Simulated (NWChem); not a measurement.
Molecule: BBr2Cl; SMILES ClB(Br)Br

```xyz
4

B      0.0000     0.0000    -0.4065
Cl     0.0000     0.0000    -2.1564
Br    -1.6556     0.0000     0.5527
Br     1.6556     0.0000     0.5527
```
Atoms are numbered in this order, from 1.

All runs: NWChem. Structure relaxed at the PBE-D3(BJ)/def2-SVP level. Ions are spin-unrestricted doublets at the neutral geometry; other ion states weren't tried.

Q: What does the run give for B3LYP/def2-SVP? Quantities: vertical ionisation energy, ΔSCF (eV); −ε(HOMO) (eV).

A: 
```yaml
vertical ionisation energy, ΔSCF (eV): 10.40
"−ε(HOMO) (eV)": 7.99
```
